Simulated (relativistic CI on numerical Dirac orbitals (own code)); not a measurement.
Calculated at this level of theory: Dirac-Coulomb-Breit CI, separate exchange-only KLI orbitals for each configuration, model QED (radiative potential, 1s self-energy scaled to tabulated hydrogen-like ionisation energies), unscaled Slater integrals (own radial code, finite nucleus).

Configurations in the expansion (outside the closed core [Ne]): 3s²3p⁶3d⁹, 3s²3p⁵3d¹⁰, 3s3p⁶3d¹⁰, 3s²3p⁶3d⁸4s, 3s²3p⁶3d⁸4p, 3s²3p⁶3d⁸4d, 3s²3p⁶3d⁷4s², 3s²3p⁶3d⁷4s4p, 3s²3p⁶3d⁸4f, 3s²3p⁶3d⁸5s, 3s²3p⁶3d⁷4p², 3s²3p⁶3d⁸5p, 3s²3p⁶3d⁷4s4d, 3s²3p⁵3d⁹4s, 3s²3p⁶3d⁸5d, 3s²3p⁶3d⁷4p4d, 3s²3p⁶3d⁸5f, 3s²3p⁶3d⁸6s, 3s²3p⁶3d⁸5g, 3s²3p⁵3d⁹4p, 3s²3p⁶3d⁸6p, 3s²3p⁴3d¹⁰4s, 3s²3p⁶3d⁸6d, 3s²3p⁵3d⁸4s², 3s²3p⁶3d⁷4d², 3s²3p⁴3d¹⁰4p, 3s²3p⁵3d⁸4s4p, 3s²3p⁵3d⁹4d, 3s²3p⁵3d⁸4p², 3s²3p⁴3d¹⁰4d, 3s3p⁶3d⁹4s, 3s²3p⁵3d⁸4s4d, 3s3p⁵3d¹⁰4s, 3s3p⁶3d⁸4s², 3s²3p⁵3d⁹4f, 3s3p⁶3d⁹4p. Levels of other configurations are missing.

At this charge energies of transitions that change n are usually good to better than 1 %, and those within a shell (Δn = 0) to a few per cent.

Outline of the computed level scheme of Sr XII. Lowest level of each configuration: 3s²3p⁶3d⁹ ²D5/2 at 0.000 eV; 3s²3p⁶3d⁸4s ⁴F9/2 at 135.807 eV; 3s²3p⁵3d¹⁰ ²P°3/2 at 137.671 eV; 3s²3p⁶3d⁸4p ⁴D°7/2 at 158.800 eV.

Some strong electric-dipole decays among the lowest 45 levels: 3s²3p⁵3d¹⁰ ²P°1/2 → 3s²3p⁶3d⁹ ²D3/2 (4.1e+11 s⁻¹); 3s²3p⁵3d¹⁰ ²P°3/2 → 3s²3p⁶3d⁹ ²D5/2 (3.1e+11 s⁻¹); 3s²3p⁶3d⁸4p ²D°3/2 → 3s²3p⁶3d⁹ ²D3/2 (1.2e+11 s⁻¹); 3s²3p⁶3d⁸4p ²D°5/2 → 3s²3p⁶3d⁹ ²D5/2 (6.1e+10 s⁻¹); 3s²3p⁶3d⁸4p ²D°5/2 → 3s²3p⁶3d⁹ ²D5/2 (6.1e+10 s⁻¹); 3s²3p⁶3d⁸4p ²F°5/2 → 3s²3p⁶3d⁹ ²D5/2 (5.3e+10 s⁻¹); 3s²3p⁶3d⁸4p ²D°3/2 → 3s²3p⁶3d⁹ ²D5/2 (4.0e+10 s⁻¹); 3s²3p⁶3d⁸4p ²F°7/2 → 3s²3p⁶3d⁹ ²D5/2 (4.0e+10 s⁻¹).

LS names give the leading component of a level, which can be under half, so a name can repeat, a term be missing and a line seem to break the LS rules.
